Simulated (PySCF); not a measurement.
Job for PySCF: R-B3LYP/3-21G on BFH2Se2 (SMILES FB([SeH])[SeH]), a point of a torsion scan.

```python
from pyscf import gto, scf, dft, mp
from pyscf.data.elements import chemcore

mol = gto.M(
    atom='''
    F     0.35016809    2.00938440    0.26444359
    B     0.15609157    0.73588378   -0.01508648
    Se   -1.65001593    0.24291785   -0.47396608
    Se    1.71501740   -0.39318188    0.08778225
    H    -1.42002704   -1.16735116   -0.69336688
    H     1.08013259   -1.63997699   -0.27594097
    ''',
    basis='3-21g',
    charge=0, spin=0, verbose=3, max_memory=1800)
mf = dft.RKS(mol, xc='b3lyp')
mf.conv_tol = 1e-8
mf.max_cycle = 100
mf.kernel()
if not mf.converged:
    mf = mf.newton().run(mf.mo_coeff, mf.mo_occ)
```

It printed:

```
converged SCF energy = -4905.70738199395
```

The run converged.

Cost: roughly 6 core-seconds.
